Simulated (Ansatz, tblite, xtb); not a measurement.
# A ladder of methods for CH6OSeSi (SMILES CO[SiH2][SeH])

CH6OSeSi has 10 atoms, charge 0, and is taken as a singlet. As SMILES, `CO[SiH2][SeH]`. The shape is that of a PBE0-D4/def2-TZVP optimisation. This is one conformer, not always the lowest.

Quantity: the electronic atomisation energy, in eV. The values are calculated. Electronic energies at fixed atoms, without zero-point motion or spin-orbit coupling.

```tsv
level	kind	program	value (eV)	less CCSD(T)/6-31G*	CPU time (all runs)
GFN2-xTB	semi-empirical	tblite	34.10	+3.00	under 2 s
GFN0-xTB	semi-empirical	xtb	37.99	+6.89	under 2 s
HF/6-31G* (spherical functions)	Hartree–Fock	Ansatz	24.95	-6.15	3.6 s
SVWN5/6-31G* (spherical functions)	LDA	Ansatz	39.69	+8.59	8.8 s
BLYP/6-31G* (spherical functions)	GGA	Ansatz	34.19	+3.09	15 s
r2SCAN/6-31G* (spherical functions)	meta-GGA	Ansatz	34.66	+3.56	33 s
BHLYP/6-31G* (spherical functions)	global hybrid	Ansatz	33.46	+2.36	15 s
MP2/6-31G* (spherical functions)	perturbation theory	Ansatz	31.41	+0.31	4.7 s
CCSD(T)/6-31G* (spherical functions)	coupled cluster or CI	Ansatz	31.10	0.00	30 s
```

Differences are taken from CCSD(T)/6-31G* (spherical functions) for orientation; it has basis-set and higher-order errors of its own. All-electron rows without a relativistic Hamiltonian named are non-relativistic. Correlated wave functions underbind in double-zeta sets. The values span 24.95 to 39.69 eV. GFN0-xTB: no spin polarisation, so open shells miss the exchange term that lowers them. In the correlated wave-function rows the outer d shell of Se is correlated, in sets not made for it. In so small a basis fixed costs decide the times, and correlated methods can beat functionals. Times are those of the runs behind each value, whatever else they computed, on shared processors of several kinds: orders of magnitude only.
